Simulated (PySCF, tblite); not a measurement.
Compound: C2H7ClOSi3.
Geometry (GFN2-xTB, Å), atoms numbered from 1 in this order:
```xyz
14
C2H7ClOSi3 angstrom
C      2.9809   -0.9046    0.5625
C      2.0375   -0.3913    0.0202
Si     0.5656    0.4264   -0.7659
Si    -0.2716    2.1645    0.5030
O     -0.5884   -0.7413   -0.8980
Si    -1.7096   -1.7678   -0.3859
Cl    -2.7265   -0.9062    1.1217
H      3.8093   -1.3588    1.0272
H      0.9045    0.6335   -2.1799
H     -1.6351    2.5489    0.1199
H     -0.2949    1.8730    1.9402
H      0.5776    3.3471    0.3131
H     -1.0519   -2.9620    0.1204
H     -2.5981   -1.9620   -1.5208
```

The calculation used B3LYP/def2-SVPD in PySCF (dipole) on a GFN2-xTB geometry, gas phase.

Masses are those of the commonest isotopes; rigid-rotor values at the optimised geometry. The values belong to one conformer with, in the numbering `[CH:1]#[C:2][Si@H:3]([SiH3:4])[O:5][SiH2:6][Cl:7]`, C2–Si3–O5–Si6 72°, Si3–O5–Si6–Cl7 37°.

Question: Give the principal moments of inertia and the rotational constants in MHz.

Answer: Ia = 346.56, Ib = 636.92, Ic = 816.09 u·Å²; 505379 MHz·u·Å²/I gives A = 1458, B = 793.5, C = 619.3 MHz.

Question: Classify the top.

Answer: An asymmetric top: κ = (2 × 793.5 − 1458 − 619.3)/(1458 − 619.3) = -0.58.

Question: What does the inertial defect say?

Answer: Not planar: Δ = Ic − Ia − Ib = -167.39 u·Å². For a rigid frame Δ = −2 Σ m c², so Σ m c² = 83.70 u·Å² lies off the ab plane: 13.65 from hydrogen and 70.05 from heavier atoms. The atom farthest from that plane is 2.06 Å away.

Question: Give the other two planar moments, Paa and Pbb, and the rms extents of the mass along the axes.

Answer: Paa = Σ m a² = (Ib + Ic − Ia)/2 = 553.22 and Pbb = Σ m b² = (Ia + Ic − Ib)/2 = 262.87 u·Å². With the mass M = 165.95 u, the rms extents √(P/M) along a, b and c are 1.83, 1.26, 0.71 Å.

Question: Where do the levels up to J = 3 lie, in K?

Answer: Above 0(0,0), as E/k:
J = 1: 1(0,1) 0.068, 1(1,1) 0.100, 1(1,0) 0.108
J = 2: 2(0,2) 0.202, 2(1,2) 0.227, 2(1,1) 0.252, 2(2,1) 0.348, 2(2,0) 0.349
J = 3: 3(0,3) 0.400, 3(1,3) 0.417, 3(1,2) 0.467, 3(2,2) 0.551, 3(2,1) 0.558, 3(3,1) 0.732, 3(3,0) 0.733

Question: Predict some low-J microwave lines.

Answer: The dipole components are |μa| = 0.81 D, |μb| = 0.64 D, |μc| = 0.01 D. The squared components, which scale the intensities, stand as 1.00 : 0.62 : 0.00 (a : b : c). Some lines, for components of 0.1 D or more:

| type | branch | J(Ka,Kc) | MHz | lower level (cm⁻¹) |
| --- | --- | --- | --- | --- |
| a | Q | 3(1,2) ← 3(1,3) | 1042 | 0.290 |
| b | Q | 3(1,2) ← 3(0,3) | 1398 | 0.278 |
| a | R | 1(0,1) ← 0(0,0) | 1413 | 0.000 |
| b | Q | 4(2,2) ← 4(1,3) | 1855 | 0.522 |
| b | Q | 3(2,1) ← 3(1,2) | 1898 | 0.325 |
| b | Q | 2(2,0) ← 2(1,1) | 2024 | 0.175 |
| b | R | 4(2,2) ← 3(3,1) | 2253 | 0.509 |
| b | Q | 3(2,2) ← 3(1,3) | 2796 | 0.290 |
| a | R | 3(1,3) ← 2(1,2) | 3960 | 0.158 |
| b | R | 2(2,1) ← 1(1,0) | 4994 | 0.075 |
| b | Q | 4(4,1) ← 4(3,2) | 5218 | 0.699 |
| a | R | 5(0,5) ← 4(0,4) | 6624 | 0.458 |
| b | R | 4(2,3) ← 3(1,2) | 7381 | 0.325 |
| a | R | 5(2,3) ← 4(2,2) | 7434 | 0.584 |
| b | R | 4(3,2) ← 3(2,1) | 9335 | 0.388 |
| b | R | 5(5,1) ← 4(4,0) | 13835 | 0.873 |

Its lowest GFN2-xTB frequency is 12 cm⁻¹, too small to tell a flat minimum from a shallow saddle. These are rigid-rotor constants of the computed structure; measured ground-state constants (B0) also hold zero-point vibration. A rigid rotor knows nothing of internal rotation, which can split or shift real lines. Quadrupole hyperfine structure (35Cl) is left out.

Time: 93 s wall (grids of density and orbitals included); peak memory 0.89 GiB. Hardware: Arm Neoverse N1, one thread, no GPU, shared host. This is the B3LYP/def2-SVPD job that gave the dipole, with the excitations it also computed.
